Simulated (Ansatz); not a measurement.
Two isomers of C3H7NSi: A = `C[SiH2]C1=NC1`, B = `C[SiH](C)C#N`.

Isolated molecules relaxed with PBE0-D4/def2-TZVP in Ansatz; ΔE leaves out vibrations. CBS: MP2 limit from def2 TZ/QZ plus the TZ coupled-cluster correction, frozen cores. DFT in def2-TZVPP. B3LYP here is the variant with VWN-RPA as its local correlation; programs differ in this. One conformer a species, not always the lowest.

Problem. Which is lower in electronic energy at CCSD(T)/CBS, and by how much? (Best estimate.)

Solution. Ansatz gave: B, by 236.7 kJ/mol.

Problem. Give E(B) − E(A) in kJ/mol with CCSD(T)/def2-SVP, CCSD/def2-TZVPP, B2PLYP, PBE-D4, B3LYP-D4, CCSD(T)/def2-TZVPP, HF/def2-TZVPP. (An estimate is asked.)

Solution. The calculation gave: CCSD(T)/def2-SVP -225.8, CCSD/def2-TZVPP -242.0, B2PLYP -239.9, PBE-D4 -207.7, B3LYP-D4 -231.6, CCSD(T)/def2-TZVPP -238.5, HF/def2-TZVPP -258.2. None reverses the order clearly.

Problem. Does the order hold for the free energy at 298.15 K (harmonic terms from PBE0-D4)? (Best estimate.)

Solution. Ansatz gave: Yes: G(B) − G(A) = -234.5 kJ/mol, for one conformer each.

Largest T1 diagnostic: 0.012.

Leaving LDA and LC-ωPBE aside and taking each functional with its dispersion term where it has one, the values spread over 32.2 kJ/mol, from B2PLYP to PBE-D4. LDA lies +14.6 kJ/mol from PBE without D4. In def2-TZVPP, CCSD(T) changes the Hartree–Fock value by +19.7 kJ/mol (the triples alone add +3.5 kJ/mol) and MP2 by +15.1 kJ/mol.
